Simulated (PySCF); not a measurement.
Molecule: SMILES C1C([SiH2]P[SiH3])C1, C3H11PSi2.

Geometry (Å), atoms numbered from 1 in this order:
```xyz
17

Si    3.2483   -0.2550    0.6239
P     1.0629   -0.1907    1.0454
Si    0.2112   -0.0683   -1.0215
C    -1.6432    0.2015   -0.8294
C    -2.3633   -0.3236    0.3815
C    -2.1429    1.1417    0.2334
H     3.6105   -1.1513   -0.4775
H     3.8950   -0.7106    1.8537
H     3.6517    1.1114    0.2979
H     0.9193   -1.5573    1.1756
H     0.8296    1.0785   -1.6983
H     0.4654   -1.2799   -1.8142
H    -2.2127    0.1944   -1.7513
H    -3.3615   -0.7169    0.2562
H    -1.7795   -0.8428    1.1297
H    -2.9866    1.7757    0.0034
H    -1.4113    1.6053    0.8806
```

Frames of a GFN2-xTB Langevin trajectory at 600 K; GIAO PBE0/pcSseg-1 shieldings in PySCF 2.14, gas phase, non-relativistic; equivalent atoms averaged within each frame.

δ = σ(ref) − σ, references computed at the same level: 29Si (σref 349.16) and 13C (σref 186.93) and 1H (σref 31.72) vs TMS; H3PO4 for 31P (σref 318.38). The references are static minima.

Problem. How do the shifts (ppm) fluctuate along the trajectory?

Solution. 
```tsv
time (fs)	Si3	Si1	P2	C5/C6	C4	H11/H12	H7/H8/H9	H10	H14/H16	H15/H17
250	-27.1	-87.4	-302.9	7.5	2.1	6.17	3.44	2.05	1.87	0.73
425	-39.7	-72.5	-324.0	11.6	9.5	5.65	5.42	2.44	1.85	1.29
625	-44.8	-84.8	-326.9	10.7	12.2	5.69	4.74	0.09	0.68	0.77
800	-29.6	-65.5	-359.0	10.9	-7.9	4.86	4.36	1.13	1.11	0.45
1000	-34.3	-78.8	-292.7	7.3	-0.3	4.71	3.89	1.95	1.77	-0.31
mean of frames	-35.1	-77.8	-321.1	9.6	3.1	5.42	4.37	1.53	1.46	0.59
standard deviation	7.3	8.9	25.6	2.0	8.0	0.61	0.76	0.94	0.53	0.59
```

5 frames give an uncertainty of the mean of about the standard deviation over 2.2 at best, since frames this close in time may not be independent; classical motion lacks zero-point vibration, and the reference would need the same averaging.
